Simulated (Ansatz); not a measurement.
Reaction (redistribution): `N[Si@H](O)O[Si@@H](N)O` + `N[SiH2][SnH3]` → `N[SiH](O)[SnH3]` + `N[SiH2]O[SiH](N)O`

Gas-phase electronic energies from Ansatz, PBE0-D4/def2-TZVP geometries. CBS: MP2 limit from def2 TZ/QZ plus the TZ coupled-cluster correction, frozen cores. Functionals use def2-TZVPP. Elements past krypton have def2 core potentials. For Sn outer-core shells are correlated without core-valence functions, which leaves a few kJ/mol of doubt a bond. Each species was taken in one conformer, which may not be the lowest.

Question: Is it downhill or uphill in electronic energy at CCSD(T)/CBS, and by how much? (An estimate is asked.)

Answer: Ansatz gave: Uphill: ΔE = +4.4 kcal/mol.

Question: What do these levels give: PBE-D4, PBE0-D4, ωB97M-V, MP2/def2-TZVPP, CCSD(T)/def2-TZVPP, HF/def2-QZVPP? (An estimate is asked.)

Answer: Ansatz gave: PBE-D4 3.2, PBE0-D4 4.1, ωB97M-V 4.0, MP2/def2-TZVPP 4.1, CCSD(T)/def2-TZVPP 4.4, HF/def2-QZVPP 6.6 kcal/mol.

Largest T1 diagnostic among the species: 0.013.

From PBE to PBE0 (25 % exact exchange), in def2-TZVPP and without D4, ΔE moves by +0.8 kcal/mol. In def2-TZVPP, CCSD(T) changes the Hartree–Fock value by −2.1 kcal/mol (the triples alone add −0.5 kcal/mol) and MP2 by −2.4 kcal/mol.
